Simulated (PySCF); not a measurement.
H₅O₄Si, charge +1. Atoms are numbered in the order given.

```xyz
10

O      0.4324    -0.3699     1.5911
Si     0.1998    -0.0579     0.0328
O      0.0693    -1.2607    -1.0337
O      0.8766     1.3297    -0.4191
O     -1.5688     0.3961    -0.1610
H      0.2610    -1.2147     2.0284
H      0.7982    -1.7589    -1.4266
H      1.5854     1.7615     0.0778
H     -1.8465     1.3299    -0.0995
H     -2.0719    -0.0682    -0.8587
```
Charge +1, spin multiplicity 1.

Geometry: r2SCAN-D4/def2-SVP. Other conformers were not sampled.

These are PySCF with PBE/pcSseg-1 values and carry that method's errors.

GIAO shieldings, no solvent; atoms listed in one row are averaged. δ = σ(ref) − σ: ¹⁷O against H2O (σ = 334.3 ppm); ²⁹Si against TMS (σ = 335.4 ppm); ¹H against TMS (σ = 31.49 ppm), references at their B3LYP-D3(BJ)/def2-TZVP geometries, non-relativistic.

Computed chemical shifts:
| nucleus | atoms | count | δ (ppm) |
|---|---|---|---|
| ¹⁷O | O1 | 1 | 67.4 |
| ¹⁷O | O5 | 1 | 65.1 |
| ¹⁷O | O3 | 1 | 58.8 |
| ¹⁷O | O4 | 1 | 56.1 |
| ²⁹Si | Si2 | 1 | -80.5 |
| ¹H | H10 | 1 | 5.78 |
| ¹H | H9 | 1 | 5.42 |
| ¹H | H6 | 1 | 4.41 |
| ¹H | H8 | 1 | 4.27 |
| ¹H | H7 | 1 | 4.18 |
